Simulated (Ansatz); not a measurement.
Q: Name a neutral molecule of Al, C, F, O and H with LUMO energy (B3LYP/def2-TZVPP) between -2.25 and -1.95 eV and HOMO energy (B3LYP/def2-TZVPP) between -8.40 and -8.10 eV (Ansatz, PBE0-D4/def2-TZVP geometry).

A: `O[C](F)(F)[AlH2]` (-2.13 eV, -8.29 eV); `FC1(F)O[CH]1[AlH2]` (-2.20 eV, -8.14 eV). Other molecules can fit too; these were computed, each in one conformer that needn't be the lowest.

B3LYP here is the variant with VWN-RPA as its local correlation; programs differ in this.
